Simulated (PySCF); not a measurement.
CH₂Cl, SMILES [CH2]Cl, multiplicity 2.

Geometry optimised at B3LYP-D3(BJ)/def2-TZVP. The isomer is the one that the SMILES or the coordinates give; other isomers of the formula were not compared.

Computed with B3LYP-D3(BJ)/def2-TZVP in PySCF 2.14.0.

Frequencies are harmonic and unscaled.

Computed harmonic wavenumbers and intensities:
| mode | ν (cm⁻¹) | IR (km/mol) | moving atoms (share of kinetic energy) |
|---|---|---|---|
| 1 | 217 | 77.0 | H 78 %, C 22 % |
| 2 | 834 | 33.6 | C 64 %, Cl 28 %, H 8 % |
| 3 | 995 | 0.2 | H 85 %, C 13 % |
| 4 | 1416 | 9.9 | H 91 %, C 9 % |
| 5 | 3170 | 6.6 | H 97 % |
| 6 | 3318 | 0.0 | H 88 %, C 12 % |
